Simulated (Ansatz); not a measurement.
`FBC[SiH3]` + `BO` → `BOBF` + `C[SiH3]` at 400 K and 1 bar (ligand exchange at a B–C bond).

Gas-phase electronic energies from Ansatz, PBE0-D4/def2-TZVP geometries. CCSD(T)/CBS adds triple-zeta CCSD(T) − MP2 to the extrapolated MP2 energy (def2 sets, frozen cores). This one scheme is used for every species. Each species was taken in one conformer, which may not be the lowest.

| species | CCSD(T)/CBS energy (Eh) | H − E (kJ/mol) | S (J/(mol·K)) |
| --- | --- | --- | --- |
| `FBC[SiH3]` | -455.38583 | 206.0 | 354.6 |
| `BO` | -101.80414 | 108.2 | 244.0 |
| `BOBF` | -226.48924 | 132.3 | 312.6 |
| `C[SiH3]` | -330.73916 | 180.9 | 277.1 |

H − E and S are ideal-gas, rigid-rotor, harmonic terms from PBE0-D4/def2-TZVP, for one conformer and one mirror image of each species. 1 Eh = 2625.50 kJ/mol, R = 8.31446 J/(mol·K).

**Question.** By hand: ΔE, ΔH, ΔS and ΔG.

**Answer.** ΔE = (-226.48924) + (-330.73916) − (-455.38583) − (-101.80414) = -0.03843 Eh = -100.9 kJ/mol. Δ(H − E) = 132.3 + 180.9 − 206.0 − 108.2 = -1.0, so ΔH = -101.9 kJ/mol. ΔS = 312.6 + 277.1 − 354.6 − 244.0 = -8.9 J/(mol·K). ΔG = -101.9 − 400 × (-8.9)/1000 = -98.3 kJ/mol.

**Question.** By hand: the equilibrium constant, and the temperature at which ΔG would vanish if ΔH and ΔS stayed fixed.

**Answer.** log₁₀ K = −ΔG/(RT ln 10) = 12.8. ΔG = 0 at ΔH/ΔS = 11449 K, far beyond where these terms or the molecules hold.

The number of gas molecules stays the same, so ΔS is small and ΔH decides. A doubt of 5 kJ/mol in ΔE shifts log₁₀ K by 0.7 here. Other conformers and mirror images would add mixing entropy, several J/(mol·K) or more a flexible species. These are equilibria of isolated gas molecules and say nothing of rates. Largest T1 diagnostic: 0.014 (customary marks: 0.02 for closed shells, 0.045 for open ones).
